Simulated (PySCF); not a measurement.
I2, SMILES II (connectivity only; charge and spin as stated), charge -1, multiplicity 2.

Coordinates come from a B3LYP-D3(BJ)/def2-TZVPD optimisation. The def2 effective core potentials stand for the cores of I; spin–orbit coupling is left out.

Two levels are set side by side: PBE/def2-TZVPD (PySCF) and r2SCAN/def2-TZVPD (PySCF). Same geometry, gas phase. Differences are taken from unrounded values.

| quantity | r2SCAN |
|---|---|
| α-spin orbital gap (eV) | 4.56 |
| β-spin orbital gap (eV) | 1.42 |
| mean polarisability (bohr³) | 120.0 |

**Question.** What does PBE give, and how far is it from r2SCAN? (Estimate from the structure and the level; the computed values follow.)

**Answer.** 
```tsv
quantity	PBE	PBE minus r2SCAN
α-spin orbital gap (eV)	3.69	-0.86
β-spin orbital gap (eV)	1.05	-0.37
mean polarisability (bohr³)	122.7	2.7
```

Rough cost on one machine, each run with all the roots and properties that it gave: r2SCAN against PBE within a factor of 2.
